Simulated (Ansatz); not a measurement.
Br3HSn (`[Br][SnH]([Br])[Br]`), 5 atoms. The species carries charge 0 and has multiplicity 1. Correlated methods include outer-core shells of Br, Sn, which these sets cover unevenly. Scalar relativity is left out up to krypton. Sn takes the def2 core potential. All runs use 4 threads of an Intel Xeon on a shared host. Correlated methods freeze the cores.

(1) Give the basis size and wall time and peak host memory of each of these runs in Ansatz. RKS ωB97M-V/def2-SVP energy; RKS LC-ωPBE/def2-TZVPP energy; RKS HSE06 (plane-wave form)-D4/def2-TZVPP energy; RHF-MP2/def2-QZVPP energy; RKS PBE0-D4/def2-QZVPP energy; RKS CAM-B3LYP-D4/def2-TZVPP energy; RKS PBE0-D4/def2-SVP energy; RKS PBE0-D4/def2-TZVP frequencies; RKS B97M-V/def2-TZVPP energy; direct RPA on PBE orbitals/def2-TZVPP energy; RHF-CCSD(T)/def2-TZVPP energy; RHF-CCSD(T)/def2-SVP energy. (Best estimate.)

Results:

(1) Ansatz gave: Other jobs shared the machine, so times are rough.

```csv
level,job,functions,wall time,peak host memory (GiB)
RKS PBE0-D4/def2-SVP,energy,127,5.5 s,0.43
direct RPA on PBE orbitals/def2-TZVPP,energy,208,12 s,0.53
RKS ωB97M-V/def2-SVP,energy,127,14 s,0.55
RKS LC-ωPBE/def2-TZVPP,energy,208,14 s,0.5
RKS B97M-V/def2-TZVPP,energy,208,19 s,0.43
RKS CAM-B3LYP-D4/def2-TZVPP,energy,208,19 s,0.92
RKS HSE06 (plane-wave form)-D4/def2-TZVPP,energy,208,20 s,0.86
RKS PBE0-D4/def2-QZVPP,energy,379,26 s,2.2
RHF-CCSD(T)/def2-SVP,energy,127,48 s,0.74
RHF-MP2/def2-QZVPP,energy,379,52 s,1.9
RKS PBE0-D4/def2-TZVP,frequencies,200,4.9 min,0.86
RHF-CCSD(T)/def2-TZVPP,energy,208,6 min,3.3
```

LC-ωPBE has ω = 0.4 bohr⁻¹.
